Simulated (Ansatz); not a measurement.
`CC[Si]Cl` + NH₃ → `CC[Si]N` + HCl at 700 K and 1 bar (ligand exchange at the Si–Cl bond).

Computed with Ansatz on PBE0-D4/def2-TZVP structures; ΔE is electronic, products minus reactants. CCSD(T)/CBS is the MP2 limit (def2-TZVPP, def2-QZVPP) plus CCSD(T) − MP2 in def2-TZVPP, frozen cores. This one scheme is used for every species. Each species was taken in one conformer, which may not be the lowest.

| species | CCSD(T)/CBS energy (Eh) | H − E (kJ/mol) | S (J/(mol·K)) |
| --- | --- | --- | --- |
| `CC[Si]Cl` | -827.97738 | 236.8 | 429.4 |
| NH₃ | -56.50880 | 116.9 | 226.5 |
| `CC[Si]N` | -424.09714 | 311.7 | 424.7 |
| HCl | -460.38127 | 38.4 | 211.8 |

H − E and S are ideal-gas, rigid-rotor, harmonic terms from PBE0-D4/def2-TZVP, for one conformer and one mirror image of each species. 1 Eh = 2625.50 kJ/mol, R = 8.31446 J/(mol·K).

By hand: ΔE, ΔH, ΔS and ΔG.

ΔE = (-424.09714) + (-460.38127) − (-827.97738) − (-56.50880) = 0.00777 Eh = 20.4 kJ/mol. Δ(H − E) = 311.7 + 38.4 − 236.8 − 116.9 = -3.6, so ΔH = 16.8 kJ/mol. ΔS = 424.7 + 211.8 − 429.4 − 226.5 = -19.4 J/(mol·K). ΔG = 16.8 − 700 × (-19.4)/1000 = 30.4 kJ/mol.

By hand: the equilibrium constant, and the temperature at which ΔG would vanish if ΔH and ΔS stayed fixed.

log₁₀ K = −ΔG/(RT ln 10) = -2.3. ΔH and −TΔS have one sign here, so there is no such temperature.

TΔS isn't small against ΔH here. A doubt of 5 kJ/mol in ΔE shifts log₁₀ K by 0.4 here. Other conformers and mirror images would add mixing entropy, several J/(mol·K) or more a flexible species. Modes under 60 cm⁻¹, often nearly free rotors, make the harmonic entropy too high. These are equilibria of isolated gas molecules and say nothing of rates. Largest T1 diagnostic: 0.013 (customary marks: 0.02 for closed shells, 0.045 for open ones).
